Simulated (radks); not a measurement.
Results of a calculation; reference values are marked as such.
Charge is removed step by step from the 2s1/2 level of the holmium ion Ho2+, starting from [Xe] 4f11. Code: a radial shooting solver on a logarithmic mesh with Libxc functionals. Model: Dirac Kohn-Sham, PBE, spin-unpolarised, spherical densities, point nucleus; open shells fill j = l - 1/2 first.

\begin{tabular}{lrrr}
removed (e) & E - E(0) (eV) & eigenvalue (eV) & E minus straight line (eV) \\ \hline
0 & 0.000 & -9281.3 & 0.000 \\
0.25 & 2325.7 & -9324.1 & -16.183 \\
0.5 & 4662.1 & -9367.3 & -21.618 \\
0.75 & 7009.3 & -9410.6 & -16.243 \\
1 & 9367.4 & -9454.2 & 0.000 \\
\end{tabular}

Removing the whole electron costs 9367.4 eV by Delta-SCF, against 9281.3 eV from minus the eigenvalue at the starting occupation. Slater's transition state (half an electron removed) gives 9367.3 eV. Integrating minus the eigenvalue over the occupation (Janak's theorem) gives 9367.4 eV. The mean slope of the eigenvalue, de/dn, is 173 eV per electron.
